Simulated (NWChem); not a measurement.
System: CH4NO cation; SMILES NC=[OH+]

Here is an NWChem input.

```
start job
memory heap 200 mb stack 900 mb global 1100 mb
charge 1
geometry units angstroms noautosym nocenter noautoz
  N      0.180380    -1.106426     0.000000
  C     -0.426284     0.039466     0.000000
  O      0.119315     1.192733     0.000000
  H      1.195959    -1.210116     0.000000
  H     -0.366836    -1.967207     0.000000
  H     -1.524038     0.058903     0.000000
  H      1.093322     1.218584     0.000000
end
basis spherical
  N library pcsseg-1
  C library pcsseg-1
  O library pcsseg-1
  H library pcsseg-1
end
dft
  xc xpbe96 cpbe96
  iterations 150
end
property
  shielding
  efieldgrad
end
task dft property
```

Parts of the log:

```
             Northwest Computational Chemistry Package (NWChem) 7.3.0
             --------------------------------------------------------

                             Geometry "geometry" -> ""
                             -------------------------

 Output coordinates in angstroms (scale by  1.889725989 to convert to a.u.)

  No.       Tag          Charge          X              Y              Z
 ---- ---------------- ---------- -------------- -------------- --------------
    1 N                    7.0000     0.18038000    -1.10642600     0.00000000
    2 C                    6.0000    -0.42628400     0.03946600     0.00000000
    3 O                    8.0000     0.11931500     1.19273300     0.00000000
    4 H                    1.0000     1.19595900    -1.21011600     0.00000000
    5 H                    1.0000    -0.36683600    -1.96720700     0.00000000
    6 H                    1.0000    -1.52403800     0.05890300     0.00000000
    7 H                    1.0000     1.09332200     1.21858400     0.00000000

 Effective nuclear repulsion energy (a.u.)      78.8058911457

  pbe96 is a nonlocal functional; adding pw91lda local functional.
                              NWChem Property Module
                              ----------------------

  itol2e modified to match energy
  convergence criterion.

                                 NWChem DFT Module
                                 -----------------

 Summary of "ao basis" -> "ao basis" (spherical)
 ------------------------------------------------------------------------------
       Tag                 Description            Shells   Functions and Types
 ---------------- ------------------------------  ------  ---------------------
 N                          pcsseg-1                 7       17   3s3p1d
 C                          pcsseg-1                 7       17   3s3p1d
 O                          pcsseg-1                 7       17   3s3p1d
 H                          pcsseg-1                 3        5   2s1p

  itol2e modified to match energy
  convergence criterion.

[...]

          -----------------------------------------
          Chemical Shielding Tensors (GIAO, in ppm)
          -----------------------------------------

                                NWChem CPHF Module
                                ------------------

  scftype          =     RHF
  nclosed          =       12
  nopen            =        0
  variables        =      708
  # of vectors     =        3
  tolerance        = 0.10D-03
  level shift      = 0.00D+00
  max iterations   =       50
  max subspace     =       30

 SCF residual:    5.0104177730927516E-005

Iterative solution of linear equations
  No. of variables      708
  No. of equations        3
  Maximum subspace       30
        Iterations       50
       Convergence  1.0D-04

   iter   nsub   residual    time
   ----  ------  --------  ---------
     1      3    3.68D-05      12.0

      Atom:    1  N
        Diamagnetic
    327.0297     -2.2878      0.0000
     -2.2878    331.7374     -0.0000
      0.0000     -0.0000    307.7121

        Paramagnetic
   -275.5806    -77.5137      0.0000
    -77.5137   -230.7869      0.0000
      0.0000      0.0000   -128.3771

        Total Shielding Tensor
     51.4491    -79.8015      0.0000
    -79.8015    100.9505      0.0000
      0.0000      0.0000    179.3350

           isotropic =     110.5782
          anisotropy =     103.1352

          Principal Components and Axis System
                 1           2           3
              179.3350    159.7514     -7.3518

      1         0.0000     -0.5932      0.8051
      2         0.0000      0.8051      0.5932
      3         1.0000     -0.0000     -0.0000

      Atom:    2  C
        Diamagnetic
    248.3460     -2.3361      0.0000
     -2.3361    269.3886      0.0000
      0.0000      0.0000    233.9669

        Paramagnetic
   -311.2642    -15.4112     -0.0000
    -15.4112   -281.2821      0.0000
     -0.0000      0.0000   -125.9260

        Total Shielding Tensor
    -62.9182    -17.7473     -0.0000
    -17.7473    -11.8935      0.0000
     -0.0000      0.0000    108.0409

           isotropic =      11.0764
          anisotropy =     145.4467

          Principal Components and Axis System
                 1           2           3
              108.0409    -68.4839     -6.3278

      1        -0.0000      0.9542     -0.2992
      2         0.0000      0.2992      0.9542
      3         1.0000      0.0000     -0.0000

      Atom:    3  O
        Diamagnetic
    394.9411     10.1340      0.0000
     10.1340    396.5837      0.0000
      0.0000      0.0000    373.8897

        Paramagnetic
   -400.9113     27.3538      0.0000
     27.3538   -309.0309      0.0000
      0.0000      0.0000   -107.1159

        Total Shielding Tensor
     -5.9701     37.4877      0.0000
     37.4877     87.5528      0.0000
      0.0000      0.0000    266.7738

           isotropic =     116.1188
          anisotropy =     225.9824

          Principal Components and Axis System
                 1           2           3
              266.7738    100.7244    -19.1416

      1         0.0000      0.3315      0.9435
      2         0.0000      0.9435     -0.3315
      3         1.0000     -0.0000      0.0000

      Atom:    4  H
        Diamagnetic
     40.4046     -3.2902     -0.0000
     -3.2902     25.2976     -0.0000
     -0.0000     -0.0000     19.4492

        Paramagnetic
    -11.7730     -0.3448      0.0000
     -0.3448     -1.1179      0.0000
      0.0000      0.0000      1.5349

[...]
```

Level: PBE/pcSseg-1, GIAO. All runs use the structure optimised with PBE0/def2-SVP. NWChem prints the field gradient with the sign opposite to the second derivative of the potential. The printed shielding anisotropy is the first printed principal value minus the mean of the other two.
